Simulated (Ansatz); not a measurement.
Mean bond length (Å) of eight silicon and germanium compounds: PBE-D3(BJ) beside B3LYP-D3(BJ), computed with Ansatz (a program for electronic structure) for isolated molecules in the bases named; differences from unrounded values. The eight are the first of their class met in an unordered collection, after screening for sound electronic states; none was chosen by its value. Each level has its own optimised geometry.

```json
[
 {"molecule": "C2H8FNOSi, SMILES CC[Si@](N)(O)F", "basis": "def2-SVP", "B3LYP-D3(BJ)": "1.301", "PBE-D3(BJ)": "1.310", "difference": "0.008"},
 {"molecule": "C4H5NSi, SMILES C(#C)[SiH](N)C#C", "basis": "def2-SVP", "B3LYP-D3(BJ)": "1.351", "PBE-D3(BJ)": "1.360", "difference": "0.009"},
 {"molecule": "C3H6O2Si, SMILES O1C=C[C@H]1[SiH2]O", "basis": "def2-SVP", "B3LYP-D3(BJ)": "1.376", "PBE-D3(BJ)": "1.385", "difference": "0.009"},
 {"molecule": "GeH₇NSi, SMILES [GeH3][NH][SiH3]", "basis": "def2-SVP", "B3LYP-D3(BJ)": "1.524", "PBE-D3(BJ)": "1.535", "difference": "0.010"},
 {"molecule": "CH₈N₂OSi₂, SMILES N[Si@]1(O)CN[SiH2]1", "basis": "def2-SVP", "B3LYP-D3(BJ)": "1.437", "PBE-D3(BJ)": "1.446", "difference": "0.009"},
 {"molecule": "C₃H₁₁NSi₂, SMILES C=C([SiH3])N(C)[SiH3]", "basis": "def2-SVP", "B3LYP-D3(BJ)": "1.394", "PBE-D3(BJ)": "1.403", "difference": "0.010"},
 {"molecule": "GeH2Br2, SMILES [Br][GeH2][Br]", "basis": "def2-SVP", "B3LYP-D3(BJ)": "1.927", "PBE-D3(BJ)": "1.933", "difference": "0.006"},
 {"molecule": "Cl2FGeH3Si, SMILES F[Si](Cl)(Cl)[GeH3]", "basis": "def2-SVP", "B3LYP-D3(BJ)": "1.820", "PBE-D3(BJ)": "1.827", "difference": "0.007"}
]
```

PBE-D3(BJ) lies below B3LYP-D3(BJ) in 0 and above it in 8 of the eight; the mean signed difference is 0.009 and the largest 0.010 Å.
